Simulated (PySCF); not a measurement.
BeCl2, triplet, geometry from GFN2-xTB (such geometries of metal compounds can be far from the true shape) (a higher spin typed on purpose: for a closed-shell molecule this is an excited state). Base run: R2SCAN/6-31G run with PySCF.

PySCF was given this input:
```python
from pyscf import gto, scf, dft

mol = gto.M(
    atom='''
Be    0.858522   -0.707640    0.714230
Cl    0.828096    0.311750   -0.974438
Cl   -1.030102   -0.145246    0.806384
''',
    basis='6-31g',
    charge=0,
    spin=2,
    verbose=4,
)

mf = dft.UKS(mol)
mf.xc = 'r2scan'
mf.kernel()
```

Each row names what was changed in the base input (with any setting that the change needs).

```
change                                           ΔE vs base (mEh)  fitting functions  dipole (D)        outcome
-----------------------------------------------  ----------------  -----------------  ----------  -------------
base                                                        0.000                  -        0.08      converged
auxbasis = autoaux                                         -0.219                291        0.08      converged
auxbasis = def2-universal-jfit                             -0.064                151        0.08      converged
auxbasis = def2-tzvp-ri                                   -58.820                275        0.08      converged
auxbasis = def2-svp-ri                                    -1799.0                151        0.01      converged
auxbasis = default (with mf = mf.density_fit())            -0.050                298        0.08      converged
auxbasis = cc-pvtz-ri                                     -28.411                325        0.08      converged
auxbasis = cc-pvdz-jkfit                                        -                  -           -  input refused
auxbasis = cc-pvqz-jkfit                                        -                  -           -  input refused
auxbasis = even-tempered beta=2.0                          -0.233                320        0.08      converged
```

A fitting set is made for a task (jfit for Coulomb, jkfit for Coulomb and exchange, ri for correlation) and for a family of orbital bases.

Open shells are given as the SCF converged; they aren't shown to be the lowest states, and a large step between rows can be another state.

- auxbasis = cc-pvdz-jkfit: ended with `pyscf.lib.exceptions.BasisNotFoundError: Basis set not found for Be in cc-pvdz-jkfit`
- auxbasis = cc-pvqz-jkfit: ended with `pyscf.lib.exceptions.BasisNotFoundError: Basis set not found for Be in cc-pvqz-jkfit`
